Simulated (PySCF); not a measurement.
## Ga⁺ (gallium, charge +1) across methods

[Ar] 3d10 4s1 4p1, high-spin 3P determinant (an excited configuration). Calculation: PySCF 2.14, in aug-cc-pVTZ-PP with one added diffuse shell each of s, d, f type with ECP10MDF (7s5p5d3f, 68 functions); scalar relativity through the core potential. The B2PLYP total includes its PT2 part (frozen core); its orbital energies are those of the SCF part.

```
 method  E (hartree)  mean ε 3d β (eV)  mean ε 4s α (eV)  mean ε 4p α (eV)  Σ⟨r²⟩ (bohr²)   ⟨S²⟩
   PBE0    -258.9769           -32.719           -19.224           -11.647          26.67  2.001
    UHF   -257.92976           -41.462           -22.241           -14.356          26.91  2.001
 r2SCAN    -258.9037           -29.672           -18.464           -10.963          26.42  2.002
    PBE    -259.0100           -29.482           -18.024           -10.614          26.76  2.001
wB97X-V    -258.9763           -35.189           -21.579           -13.739          26.78  2.001
 B2PLYP    -258.6380           -36.007           -20.330           -12.519          26.73  2.001
    LDA    -258.5685           -29.608           -18.330           -10.641          26.68  2.001
   BP86    -259.1343           -29.616           -18.173           -10.703          26.63  2.001
```

Question: Estimate the same row for CAM-B3LYP.

Answer: E (hartree) = -258.9754; mean ε 3d β (eV) = -34.192; mean ε 4s α (eV) = -20.758; mean ε 4p α (eV) = -12.835; Σ⟨r²⟩ (bohr²) = 26.65; ⟨S²⟩ = 2.000.

Energies and moments cover only the electrons outside the core potential.
